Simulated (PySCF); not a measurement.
AsAs3SSSe nortricyclane, As4S2Se.
Structure used (PBE0-D3(BJ)/def2-SVP), in Å, numbered top down from 1:
```
atom  x, y, z in Å
As1    0.996    0.355    1.552
S2     0.101   -1.679    1.286
As3   -0.981   -1.625   -0.653
As4   -1.654    0.760   -0.796
S5    -0.822    1.576    1.095
As6    0.362   -0.043   -2.009
Se7    2.090    0.553   -0.543
```

Computed, not measured: TDDFT wB97X-D/def2-SVPD, vertical, gas phase, core orbitals frozen in the response in PySCF 2.14.0, density-fitted response routines. Relativistic effects, spin–orbit coupling among them, are left out although an element past zinc is present.

Ground-to-excited transition dipoles (e·a0, same axes as the geometry; the sign carries no meaning), for the states with f of 0.002 or more among the lowest 10:

```csv
state,E (eV),μx,μy,μz
S5,4.497,0.068,0.027,0.133
S10,4.829,-0.218,0.006,0.057
```

What oscillator strength does each state have?

f = (2/3) ΔE |μ|² with ΔE in hartree (27.2114 eV).

| state | \|μ\|² (au) | \|μ\| (D) | f |
| --- | --- | --- | --- |
| S5 | 0.023 | 0.39 | 0.003 |
| S10 | 0.051 | 0.57 | 0.006 |

How is the summed strength of these states shared among x, y and z?

(2/3) Σ ΔE μα² gives 0.006 for x, 0.000 for y and 0.002 for z, 0.009 in all.

What peak molar absorption coefficient would the strongest computed level give as a lone Gaussian band 0.3 eV wide at half height?

ε(max) = 2.175×10⁸ f / FWHM, with the width in cm⁻¹. S10: 2.175×10⁸ × 0.0060 / 2420 ≈ 540 L mol⁻¹ cm⁻¹.

All these states lie below the vertical ionisation energy of 8.58 eV (ΔSCF).

One conformer stands for the species.
